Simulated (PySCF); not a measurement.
Species: C9H12P (charge -1).
Bonds: C1–C2 (double), C2–C3, C3–C4 (aromatic), C4–C5, C4–C6 (aromatic), C6–P7 (aromatic), P7–C8 (aromatic), C8–C9, C9–C10, C3–C8 (aromatic). Hydrogens: H11, H12 on C1; H13 on C2; H14, H15, H16 on C5; H17 on C6; H18, H19 on C9; H20, H21, H22 on C10.

Probes without a nucleus sit at each ring's centroid and 1 Å off its mean plane on both sides; NICS is minus the shielding there, NICSzz its component along the normal. Level: GIAO PBE0/pcSseg-1 (PySCF, non-relativistic, gas phase) on the GFN2-xTB geometry, one conformer.

Ring bond lengths (Å), with Mayer bond orders in brackets: C3–C4 1.421 (1.26), C4–C6 1.373 (1.57), C6–P7 1.749 (1.21), P7–C8 1.743 (1.31), C8–C3 1.406 (1.37).

**Question.** What do the NICS probes read (ppm)?

**Answer.** 
| ring | type | NICS(0) | NICS(1), two faces | NICS(1)zz, two faces | rms pucker (Å) | centre to ring atoms, mean (Å) |
| --- | --- | --- | --- | --- | --- | --- |
| C3–C4–C6–P7–C8 | 5-membered ring with P; formal bonds all aromatic | -10.7 | -10.3 / -10.4 | -24.5 / -25.5 | 0.01 | 1.30 |

**Question.** What do they say, and how far can they be read as aromaticity?

**Answer.** 
- C3–C4–C6–P7–C8: mean NICS(1)zz -25.0 ppm, shielded.

**Question.** How equal are the bonds by HOMA? HOMA = 1 − mean of α(R − Ropt)² over the ring bonds, with Krygowski's 1993 parameters (CC: Ropt 1.388 Å, α 257.7 Å⁻²; CP: Ropt 1.698 Å, α 118.91 Å⁻²).

**Answer.** 
- C3–C4–C6–P7–C8: HOMA 0.80; the largest term is that of C6–P7, α(R − Ropt)² = 0.30.

**Question.** How shielded are the nuclei of the rings and their hydrogens (means over atoms taken as equivalent)?

**Answer.** 
```csv
atoms,environment,σ isotropic (ppm),"principal values of the symmetric part, first atom (ppm)"
C3,substituted aromatic carbon,59.5,"4.5, 25.1, 149.0"
C4,substituted aromatic carbon,58.2,"-20.3, 52.7, 142.2"
C6,aromatic CH carbon,55.0,"-50.0, 77.2, 137.8"
P7,phosphorus bonded to 2 C,236.4,"128.5, 182.7, 398.1"
C8,substituted aromatic carbon,22.7,"-98.9, 22.9, 144.2"
H17,aromatic hydrogen,25.34,"23.6, 24.5, 27.9"
```

On one thread of an Arm Neoverse V1 (shared host), this took 77 s. This is the whole shielding run at PBE0/pcSseg-1, SCF included.

Conformer computed: `[CH2:1]=[CH:2][c:3]1[c:4]([CH3:5])[cH:6][p-:7][c:8]1[CH2:9][CH3:10]`: C1–C2–C3–C4 24°, P7–C8–C9–C10 -103°.
